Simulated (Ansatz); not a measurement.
**Question.** Name a neutral molecule of C, N, O, Si and H with HOMO energy (B3LYP/def2-TZVPP) between -7.25 and -6.95 eV and size of the dipole moment (PBE/def2-TZVPP) between 1.75 and 2.05 D (Ansatz, PBE0-D4/def2-TZVP geometry).

**Answer.** `C[SiH2][SiH](N)O` (-7.07 eV, 1.77 D); `OC/C(O)=N\[SiH3]` (-7.17 eV, 1.84 D); `[SiH3]N[SiH]1CO1` (-6.96 eV, 1.92 D). Other molecules can fit too; these were computed, each in one conformer that needn't be the lowest.

B3LYP here is the variant with VWN-RPA as its local correlation; programs differ in this.
